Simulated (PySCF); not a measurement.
Correlation energy of F⁺ (fluorine, charge +1)

[He] 2s2 2p4, high-spin 3P determinant. Computed with PySCF 2.14 in dyall-acv3z (15s9p4d2f, 76 functions), with the non-relativistic Hamiltonian (point nucleus). Frozen: nothing; 8 electrons correlated; the 5 highest virtual orbitals of each spin left out.

```
  level  correlation energy (mhartree)
   CCSD                        -222.34
    (T)                          -2.55
CCSD(T)                        -224.89
```

Diagnostics: T1 = 0.0035, D1 = 0.0087, largest double amplitude 0.023.

Cost of the coupled-cluster step: of the order of 14 core-seconds, for 8 correlated electrons.

Iterations:

```
CC2 = 0
CCSD nocc = (np.int64(5), np.int64(3)), nmo = (71, 71)
frozen orbitals [[71, 72, 73, 74, 75], [71, 72, 73, 74, 75]]
max_cycle = 100
direct = 0
conv_tol = 1e-08
conv_tol_normt = 1e-06
diis_space = 8
diis_start_cycle = 0
Init t2, MP2 energy = -0.206307558892877
Init E_corr(UCCSD) = -0.206307558894639
cycle = 1  E_corr(UCCSD) = -0.219306698665386  dE = -0.0129991398  norm(t1,t2) = 0.0207537
cycle = 2  E_corr(UCCSD) = -0.221507963662561  dE = -0.002201265  norm(t1,t2) = 0.00672505
cycle = 3  E_corr(UCCSD) = -0.222373430847655  dE = -0.000865467185  norm(t1,t2) = 0.00289219
cycle = 4  E_corr(UCCSD) = -0.222328674392767  dE = 4.47564549e-05  norm(t1,t2) = 0.000673654
cycle = 5  E_corr(UCCSD) = -0.222333265906571  dE = -4.5915138e-06  norm(t1,t2) = 0.000164707
cycle = 6  E_corr(UCCSD) = -0.222337660774536  dE = -4.39486796e-06  norm(t1,t2) = 4.43316e-05
cycle = 7  E_corr(UCCSD) = -0.222337049935121  dE = 6.10839415e-07  norm(t1,t2) = 9.98522e-06
cycle = 8  E_corr(UCCSD) = -0.22233694643195  dE = 1.03503171e-07  norm(t1,t2) = 2.21968e-06
cycle = 9  E_corr(UCCSD) = -0.222336978812256  dE = -3.23803057e-08  norm(t1,t2) = 5.66866e-07
cycle = 10  E_corr(UCCSD) = -0.222336981036819  dE = -2.22456312e-09  norm(t1,t2) = 1.11536e-07
UCCSD converged
E(UCCSD) = -99.06310205359097  E_corr = -0.222336981036819
UCCSD(T) correction = -0.00254947603527262
```
